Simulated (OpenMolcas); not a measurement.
How the cost of ROMP2 grows with the basis: triplet TlCl

TlCl has 2 atoms, charge 0, and is taken as a triplet. As SMILES of the parent species, `[Cl][Tl]`. The bond length is the one measured for the parent species. That shape belongs to the parent species and isn't relaxed for this state.

ROMP2 (core potential), 9 core orbitals frozen, energy, OpenMolcas 26.06, on 1 thread of Arm Neoverse V1, shared host. N is the number of basis functions, t the processor time.

```
      basis    N  t (s)   ln N   ln t
   def2-SVP   44    3.3  3.784  1.194
  def2-SVPD   59    4.4  4.078  1.482
  def2-TZVP   87     10  4.466  2.303
 def2-TZVPD  102     15  4.625  2.708
def2-TZVPPD  107      ?  4.673      ?
```

Problem. Fit t = C·Nᵖ to the known rows and estimate the time in def2-TZVPPD.

Solution. 
1. Means of the 4 rows: ln N = 4.23825, ln t = 1.9218.
2. Σ(Δln N)² = 0.43347, Σ(Δln N·Δln t) = 0.79196, so the slope is 0.79196/0.43347 = 1.827.
3. Intercept: 1.9218 − (1.827) × 4.23825 = -5.8215. The largest residual of the fit is 0.147.
4. ln t = -5.8215 + 1.827 × 4.673, so t ≈ 15 s.

The run took 19 s, so the estimate is too short by a factor of about 1.3. The fitted power is 1.8, with the electron count fixed. Fixed start-up costs flatten the line at the short runs, so it runs low for the long one.
